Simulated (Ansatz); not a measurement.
Reaction (redistribution): `[NH2][Ga]([F])[F]` + `CB(Cl)N=C=O` → `O=C=[N][Ga]([F])[F]` + `CB(N)Cl`

Program: Ansatz. Geometries: PBE0-D4/def2-TZVP. ΔE: electronic, gas phase. CCSD(T)/CBS adds triple-zeta CCSD(T) − MP2 to the extrapolated MP2 energy (def2 sets, frozen cores). This one scheme is used for every species. Functionals use def2-TZVPP. For Ga outer-core shells are correlated without core-valence functions, which leaves a few kJ/mol of doubt a bond. Scalar relativity is left out up to krypton. Each species was taken in one conformer, which may not be the lowest.

Is it downhill or uphill in electronic energy at CCSD(T)/CBS, and by how much? (Best estimate.)

Ansatz gave: Downhill: ΔE = -0.49 eV.

What do these levels give: PBE-D4, r2SCANh-D4, CAM-B3LYP-D4, PBE-QIDH, MP2/def2-SVP, HF/def2-TZVPP? (Estimate.)

The calculation gave: PBE-D4 -0.44, r2SCANh-D4 -0.49, CAM-B3LYP-D4 -0.49, PBE-QIDH -0.53, MP2/def2-SVP -0.54, HF/def2-TZVPP -0.62 eV.

Largest T1 diagnostic among the species: 0.016.

From PBE to PBE0 (25 % exact exchange), in def2-TZVPP and without D4, ΔE moves by −0.05 eV. In def2-TZVPP, CCSD(T) changes the Hartree–Fock value by +0.08 eV (the triples alone add +0.02 eV) and MP2 by +0.10 eV. At CCSD(T), def2-SVP lies −0.07 eV from the extrapolated value and def2-TZVPP −0.05 eV.
